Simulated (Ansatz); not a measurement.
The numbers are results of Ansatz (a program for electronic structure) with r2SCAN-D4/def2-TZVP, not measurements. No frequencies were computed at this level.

Ansatz 0.2 input:
```yaml
crystal:
  periodic: [false, false, false]
  atoms:
    - { symbol: O, position_ang: [2.691002, 0.46886, -0.758031] }
    - { symbol: Si, position_ang: [1.598856, -0.27974, -0.032579] }
    - { symbol: Si, position_ang: [-0.545847, 0.510079, 0.063171] }
    - { symbol: O, position_ang: [-1.407431, -0.865341, -0.119292] }
    - { symbol: H, position_ang: [1.864073, -1.563591, 0.633503] }
    - { symbol: H, position_ang: [-0.893006, 1.153546, 1.344063] }
    - { symbol: H, position_ang: [-0.948117, 1.45489, -0.987126] }
    - { symbol: H, position_ang: [-2.35953, -0.878702, -0.14371] }
basis:
  gaussian: { orbitals: def2-tzvp }
hamiltonian:
  xc: r2scan
  dispersion: d4
relax:
  max_steps: 150
```

Output:

```
Functional definition: r2SCAN
982 factors; their error is unknown
mean field evaluation 1: about -19900.9341 eV, gradient 8.8e1 eV
mean field evaluation 2: about -19727.4370 eV, gradient 2.2e2 eV
mean field evaluation 4: about -19913.2315 eV, gradient 2.3e1 eV
mean field evaluation 8: about -19914.0763 eV, gradient 1.9e-1 eV
mean field evaluation 16: about -19914.0608 eV, gradient 2.2e-4 eV
mean field -19914.06079940 eV, -731.8282361426 hartree, gradient 1.3e-5 eV, S^2 0.000000; 0 other end points of the search recorded, 0 dependent functions left out
reference -19914.06081198 eV, -731.8282366050 hartree; 24, 24 occupied and 136, 136 virtual orbitals, 982 factors
relax step   1: F+E_penalty+E_count = -19914.10052253 eV  Δ(F+E_penalty+E_count) = +0.000e0 eV  max|allowed force component| = 1.003e0 eV/Å  Δτ_max = 0.0000 Å  (29 SCF iters, accepted)
these checks for a lower state are left out or cut short: starts, cluster_reference, orbital_swaps, neighbouring_geometries, increment
982 factors; their error is unknown
mean field -19914.15964131 eV, -731.8318685159 hartree, gradient 9.1e-6 eV, S^2 0.000000; 0 other end points of the search recorded, 0 dependent functions left out
reference -19914.15965397 eV, -731.8318689812 hartree; 24, 24 occupied and 136, 136 virtual orbitals, 982 factors
relax step   2: F+E_penalty+E_count = -19914.19907951 eV  Δ(F+E_penalty+E_count) = -9.856e-2 eV  max|allowed force component| = 2.709e-1 eV/Å  Δτ_max = 0.1031 Å  (31 SCF iters, accepted)
these checks for a lower state are left out or cut short: starts, cluster_reference, orbital_swaps, neighbouring_geometries, increment
982 factors; their error is unknown
mean field evaluation 32: about -19914.1692 eV, gradient 2.4e-5 eV
mean field -19914.16915806 eV, -731.8322182500 hartree, gradient 2.4e-5 eV, S^2 0.000000; 0 other end points of the search recorded, 0 dependent functions left out
reference -19914.16917075 eV, -731.8322187164 hartree; 24, 24 occupied and 136, 136 virtual orbitals, 982 factors
relax step   3: F+E_penalty+E_count = -19914.20856803 eV  Δ(F+E_penalty+E_count) = -9.489e-3 eV  max|allowed force component| = 1.717e-1 eV/Å  Δτ_max = 0.0580 Å  (30 SCF iters, accepted)
these checks for a lower state are left out or cut short: starts, cluster_reference, orbital_swaps, neighbouring_geometries, increment
982 factors; their error is unknown
mean field -19914.17398923 eV, -731.8323957922 hartree, gradient 8.6e-6 eV, S^2 0.000000; 0 other end points of the search recorded, 0 dependent functions left out
reference -19914.17400191 eV, -731.8323962582 hartree; 24, 24 occupied and 136, 136 virtual orbitals, 982 factors
relax step   4: F+E_penalty+E_count = -19914.21344035 eV  Δ(F+E_penalty+E_count) = -4.872e-3 eV  max|allowed force component| = 2.984e-1 eV/Å  Δτ_max = 0.0986 Å  (31 SCF iters, accepted)
these checks for a lower state are left out or cut short: starts, cluster_reference, orbital_swaps, neighbouring_geometries, increment
982 factors; their error is unknown
mean field -19914.17753279 eV, -731.8325260156 hartree, gradient 7.8e-6 eV, S^2 0.000000; 0 other end points of the search recorded, 0 dependent functions left out
reference -19914.17754542 eV, -731.8325264798 hartree; 24, 24 occupied and 136, 136 virtual orbitals, 982 factors
relax step   5: F+E_penalty+E_count = -19914.21685288 eV  Δ(F+E_penalty+E_count) = -3.413e-3 eV  max|allowed force component| = 2.763e-1 eV/Å  Δτ_max = 0.0959 Å  (32 SCF iters, accepted)
these checks for a lower state are left out or cut short: starts, cluster_reference, orbital_swaps, neighbouring_geometries, increment
982 factors; their error is unknown
mean field -19914.18028251 eV, -731.8326270662 hartree, gradient 1.4e-5 eV, S^2 0.000000; 0 other end points of the search recorded, 0 dependent functions left out
reference -19914.18029516 eV, -731.8326275307 hartree; 24, 24 occupied and 136, 136 virtual orbitals, 982 factors
relax step   6: F+E_penalty+E_count = -19914.21961101 eV  Δ(F+E_penalty+E_count) = -2.758e-3 eV  max|allowed force component| = 2.205e-1 eV/Å  Δτ_max = 0.0194 Å  (31 SCF iters, accepted)
these checks for a lower state are left out or cut short: starts, cluster_reference, orbital_swaps, neighbouring_geometries, increment
982 factors; their error is unknown
mean field -19914.18485966 eV, -731.8327952732 hartree, gradient 2.6e-5 eV, S^2 0.000000; 0 other end points of the search recorded, 0 dependent functions left out
reference -19914.18487225 eV, -731.8327957357 hartree; 24, 24 occupied and 136, 136 virtual orbitals, 982 factors
relax step   7: F+E_penalty+E_count = -19914.22418052 eV  Δ(F+E_penalty+E_count) = -4.570e-3 eV  max|allowed force component| = 6.603e-2 eV/Å  Δτ_max = 0.1065 Å  (31 SCF iters, accepted)
these checks for a lower state are left out or cut short: starts, cluster_reference, orbital_swaps, neighbouring_geometries, increment
982 factors; their error is unknown
mean field evaluation 64: about -19914.1998 eV, gradient 2.5e-3 eV
mean field -19914.18278807 eV, -731.8327191435 hartree, gradient 1.6e-5 eV, S^2 0.000000; 0 other end points of the search recorded, 0 dependent functions left out
reference -19914.18280053 eV, -731.8327196014 hartree; 24, 24 occupied and 136, 136 virtual orbitals, 982 factors
relax step   8: F+E_penalty+E_count = -19914.22208181 eV  Δ(F+E_penalty+E_count) = +2.099e-3 eV  max|allowed force component| = 4.903e-1 eV/Å  Δτ_max = 0.1956 Å  (37 SCF iters, rejected (line search))
these checks for a lower state are left out or cut short: starts, cluster_reference, orbital_swaps, neighbouring_geometries, increment
982 factors; their error is unknown
mean field -19914.18699902 eV, -731.8328738930 hartree, gradient 2.5e-5 eV, S^2 0.000000; 0 other end points of the search recorded, 0 dependent functions left out
reference -19914.18701153 eV, -731.8328743529 hartree; 24, 24 occupied and 136, 136 virtual orbitals, 982 factors
relax step   9: F+E_penalty+E_count = -19914.22635842 eV  Δ(F+E_penalty+E_count) = -2.178e-3 eV  max|allowed force component| = 7.136e-2 eV/Å  Δτ_max = 0.0976 Å  (31 SCF iters, accepted)
these checks for a lower state are left out or cut short: starts, cluster_reference, orbital_swaps, neighbouring_geometries, increment
982 factors; their error is unknown
mean field -19914.18782613 eV, -731.8329042888 hartree, gradient 2.3e-5 eV, S^2 0.000000; 0 other end points of the search recorded, 0 dependent functions left out
reference -19914.18783859 eV, -731.8329047469 hartree; 24, 24 occupied and 136, 136 virtual orbitals, 982 factors
relax step  10: F+E_penalty+E_count = -19914.22717291 eV  Δ(F+E_penalty+E_count) = -8.145e-4 eV  max|allowed force component| = 2.366e-1 eV/Å  Δτ_max = 0.0895 Å  (30 SCF iters, accepted)
these checks for a lower state are left out or cut short: starts, cluster_reference, orbital_swaps, neighbouring_geometries, increment
982 factors; their error is unknown
mean field -19914.18895291 eV, -731.8329456973 hartree, gradient 1.6e-5 eV, S^2 0.000000; 0 other end points of the search recorded, 0 dependent functions left out
reference -19914.18896537 eV, -731.8329461552 hartree; 24, 24 occupied and 136, 136 virtual orbitals, 982 factors
relax step  11: F+E_penalty+E_count = -19914.22829402 eV  Δ(F+E_penalty+E_count) = -1.121e-3 eV  max|allowed force component| = 1.017e-1 eV/Å  Δτ_max = 0.0113 Å  (32 SCF iters, accepted)
these checks for a lower state are left out or cut short: starts, cluster_reference, orbital_swaps, neighbouring_geometries, increment
982 factors; their error is unknown
mean field evaluation 96: about -19914.1898 eV, gradient 1.3e-5 eV
mean field -19914.18981131 eV, -731.8329772431 hartree, gradient 1.3e-5 eV, S^2 0.000000; 0 other end points of the search recorded, 0 dependent functions left out
reference -19914.18982376 eV, -731.8329777004 hartree; 24, 24 occupied and 136, 136 virtual orbitals, 982 factors
relax step  12: F+E_penalty+E_count = -19914.22913927 eV  Δ(F+E_penalty+E_count) = -8.453e-4 eV  max|allowed force component| = 4.081e-3 eV/Å  Δτ_max = 0.0379 Å  (31 SCF iters, accepted)
these checks for a lower state are left out or cut short: starts, cluster_reference, orbital_swaps, neighbouring_geometries, increment
982 factors; their error is unknown
mean field -19914.19009098 eV, -731.8329875206 hartree, gradient 2.0e-5 eV, S^2 0.000000; 0 other end points of the search recorded, 0 dependent functions left out
reference -19914.19010340 eV, -731.8329879772 hartree; 24, 24 occupied and 136, 136 virtual orbitals, 982 factors
relax step  13: F+E_penalty+E_count = -19914.22941087 eV  Δ(F+E_penalty+E_count) = -2.716e-4 eV  max|allowed force component| = 6.598e-2 eV/Å  Δτ_max = 0.0591 Å  (30 SCF iters, accepted)
these checks for a lower state are left out or cut short: starts, cluster_reference, orbital_swaps, neighbouring_geometries, increment
982 factors; their error is unknown
mean field -19914.18979830 eV, -731.8329767650 hartree, gradient 1.3e-5 eV, S^2 0.000000; 0 other end points of the search recorded, 0 dependent functions left out
reference -19914.18981074 eV, -731.8329772219 hartree; 24, 24 occupied and 136, 136 virtual orbitals, 982 factors
relax step  14: F+E_penalty+E_count = -19914.22910845 eV  Δ(F+E_penalty+E_count) = +3.024e-4 eV  max|allowed force component| = 9.207e-2 eV/Å  Δτ_max = 0.0572 Å  (31 SCF iters, rejected (line search))
these checks for a lower state are left out or cut short: starts, cluster_reference, orbital_swaps, neighbouring_geometries, increment
982 factors; their error is unknown
mean field -19914.19030674 eV, -731.8329954498 hartree, gradient 1.4e-5 eV, S^2 0.000000; 0 other end points of the search recorded, 0 dependent functions left out
reference -19914.19031917 eV, -731.8329959064 hartree; 24, 24 occupied and 136, 136 virtual orbitals, 982 factors
relax step  15: F+E_penalty+E_count = -19914.22962518 eV  Δ(F+E_penalty+E_count) = -2.143e-4 eV  max|allowed force component| = 2.901e-2 eV/Å  Δτ_max = 0.0284 Å  (32 SCF iters, accepted)
these checks for a lower state are left out or cut short: starts, cluster_reference, orbital_swaps, neighbouring_geometries, increment
982 factors; their error is unknown
mean field -19914.19033276 eV, -731.8329964060 hartree, gradient 1.5e-5 eV, S^2 0.000000; 0 other end points of the search recorded, 0 dependent functions left out
reference -19914.19034519 eV, -731.8329968627 hartree; 24, 24 occupied and 136, 136 virtual orbitals, 982 factors
relax step  16: F+E_penalty+E_count = -19914.22965397 eV  Δ(F+E_penalty+E_count) = -2.879e-5 eV  max|allowed force component| = 1.178e-2 eV/Å  Δτ_max = 0.0096 Å  (32 SCF iters, accepted)
these checks for a lower state are left out or cut short: starts, cluster_reference, orbital_swaps, neighbouring_geometries, increment
982 factors; their error is unknown
mean field evaluation 128: about -19914.1903 eV, gradient 1.9e-1 eV
mean field -19914.19034546 eV, -731.8329968725 hartree, gradient 1.5e-5 eV, S^2 0.000000; 0 other end points of the search recorded, 0 dependent functions left out
reference -19914.19035788 eV, -731.8329973292 hartree; 24, 24 occupied and 136, 136 virtual orbitals, 982 factors
relax step  17: F+E_penalty+E_count = -19914.22966984 eV  Δ(F+E_penalty+E_count) = -1.587e-5 eV  max|allowed force component| = 4.877e-3 eV/Å  Δτ_max = 0.0089 Å  (33 SCF iters, accepted)
982 factors; their error is unknown
mean field -19914.19034546 eV, -731.8329968725 hartree, gradient 5.3e-5 eV, S^2 0.000000; 1 other end points of the search recorded, 0 dependent functions left out
reference -19914.19035788 eV, -731.8329973292 hartree; 24, 24 occupied and 136, 136 virtual orbitals, 982 factors
Total energy: -19914.22968226 eV, -731.8344424735 hartree
Atom 0 at     2.786532     0.729339    -0.144400 Å, force    -0.000351    -0.001136     0.000803 eV/Å
Atom 1 at     1.635689    -0.271275    -0.039766 Å, force    -0.002728    -0.001816    -0.001649 eV/Å
Atom 2 at    -0.604299     0.453060    -0.006775 Å, force     0.003077     0.003164     0.002327 eV/Å
Atom 3 at    -1.516477    -0.918362     0.106376 Å, force    -0.004877    -0.002467    -0.000373 eV/Å
Atom 4 at     1.859699    -1.749062     0.046057 Å, force     0.000334     0.003589     0.000312 eV/Å
Atom 5 at    -0.802961     1.366998     1.151166 Å, force     0.000571    -0.000638    -0.001443 eV/Å
Atom 6 at    -0.884407     1.224233    -1.248583 Å, force    -0.000025    -0.000891     0.000306 eV/Å
Atom 7 at    -2.473775    -0.834928     0.135925 Å, force     0.003999     0.000195    -0.000283 eV/Å
Dipole moment:    -0.941259    -0.303673     0.053311 e Å
```

Cost: about 120 core-seconds (a rough figure).
